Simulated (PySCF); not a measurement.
SMILES Cc1ccc(N)cc1, singlet (GFN2-xTB optimised geometry):

```
17

C      2.879    -0.003    -0.007
C      1.379    -0.008     0.003
C      0.660    -1.196     0.000
C     -0.721    -1.196     0.000
C     -1.429     0.004     0.000
N     -2.811     0.011    -0.075
C     -0.710     1.199     0.004
C      0.669     1.187     0.005
H      3.267     0.683     0.746
H      3.251     0.325    -0.978
H      3.272    -0.997     0.192
H      1.188    -2.139     0.002
H     -1.263    -2.131    -0.001
H     -3.264     0.858     0.227
H     -3.272    -0.833     0.227
H     -1.245     2.139     0.007
H      1.208     2.124     0.010
```

Calculation: CAM-B3LYP/def2-SVP (PySCF 2.14.0).

Task: What are the frontier orbital energies and the dipole moment?

Result: HOMO-2 -9.86 eV, HOMO-1 -8.23 eV, HOMO -6.69 eV, LUMO 1.36 eV, LUMO+1 1.90 eV; dipole moment 1.50 D.

Meta-Löwdin charges at CAM-B3LYP/def2-SVP: C1 -0.29, C2 -0.01, C3 -0.10, C4 -0.16, C5 0.13, N6 -0.41, C7 -0.16, C8 -0.10, H9 0.10, H10 0.10, H11 0.10, H12 0.10, H13 0.09, H14 0.21, H15 0.21, H16 0.09, H17 0.10.
